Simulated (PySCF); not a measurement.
**TDDFT excited states: GeH8OSi2**

GeH8OSi2.
SMILES with atom numbers: `[SiH3:1][SiH2:2][O:3][GeH3:4]` (hydrogens: H5, H6, H7 on Si1; H8, H9 on Si2; H10, H11, H12 on Ge4)

Theory: TDDFT CAM-B3LYP/def2-SVPD, vertical, gas phase, core orbitals frozen in the response in PySCF. Isolated species at its PBE0-D3(BJ)/def2-SVP geometry (one conformer only). Relativistic effects, spin–orbit coupling among them, are left out although an element past zinc is present. Torsions of this conformer, `[SiH3:1][SiH2:2][O:3][GeH3:4]`: Si1–Si2–O3–Ge4 -51°.

```
state  E (eV)  λ (nm)       f  main configurations (H = HOMO, L = LUMO)
   S1    6.08   203.8  0.0064                                 H→L (90%)
   S2    6.92   179.1  0.0002                               H-1→L (91%)
   S3    7.16   173.1   0.013     H→L+3 (28%), H→L+4 (25%), H→L+1 (24%)
   S4    7.21   172.0   0.016                  H→L+4 (46%), H→L+1 (39%)
   S5    7.48   165.7   0.032     H-2→L (32%), H→L+2 (22%), H→L+1 (14%)
   S6    7.63   162.4   0.154      H→L+5 (41%), H→L+2 (25%), H-2→L (8%)
   S7    7.68   161.3   0.188                  H→L+3 (53%), H→L+5 (12%)
   S8    7.95   155.9   0.021     H→L+5 (21%), H-2→L (18%), H→L+7 (16%)
   S9    7.98   155.4  0.0097   H-3→L (43%), H-5→L (13%), H-1→L+2 (12%)
  S10    8.08   153.5   0.034   H→L+6 (46%), H-1→L+1 (16%), H→L+8 (11%)
```

Triplets (Tamm–Dancoff): T1 5.52 eV, H→L (82%); T2 6.30 eV, H→L+4 (68%), H→L+3 (14%); T3 6.53 eV, H-1→L (85%); T4 6.84 eV, H→L+3 (45%), H→L+2 (18%), H→L+1 (10%).

The lowest singlet lies at 6.08 eV (204 nm, ultraviolet) and is weak; its leading configuration is HOMO→LUMO (90%). The most intense listed level is S7 at 7.68 eV (161 nm, f = 0.188), 1.60 eV above S1. Löwdin shares by element: HOMO silicon 52%, oxygen 22%, hydrogen 6% or more (atoms not listed hold the other 20%); LUMO silicon 30%, germanium 23%, oxygen 13% (atoms not listed hold the other 34%). The oscillator strengths of these states sum to 0.476; summed over the whole spectrum of an exact calculation they would give the number of electrons, 76 (Thomas–Reiche–Kuhn). Of the 10 states listed, 7 reach f = 0.01 and 1 stays under 0.0005. Orbital energies (eV): HOMO-3 -11.02, HOMO-2 -10.80, HOMO-1 -10.00, HOMO -9.02, LUMO 0.35, LUMO+1 0.79, LUMO+2 1.28. The vertical ionisation energy (ΔSCF) is 9.75 eV, 1.67 eV above S10. Singlets were solved by full linear response, triplets in the Tamm–Dancoff approximation.
